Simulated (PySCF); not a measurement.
Au(Cl)(CO) (CAuClO), SMILES [O+]#[C-]->[Au][Cl], multiplicity 1. The structure is a stationary point at PBE-D3(BJ)/def2-SVP. The multiplicity is an assumed one; other spin states were not compared. The isomer is the one that the SMILES or the coordinates give; other isomers of the formula were not compared. The def2 effective core potentials stand for the cores of Au; spin–orbit coupling is left out.

Question: Give the equilibrium geometry at PBE-D3(BJ)/def2-SVP (PySCF confirms it by a frequency run) as bond lengths and angles, and its point group. (The exact figures need the calculation; the answer reports its results.)

Answer: point group C∞v.
Atoms: Au1 Cl2 O3 C4. Bonded distances (Å): Au1–Cl2 2.259, Au1–C4 1.893, O3–C4 1.150. Bond angles (°): Cl2–Au1–C4 180.0, Au1–C4–O3 180.0.
Charge 0, spin multiplicity 1.
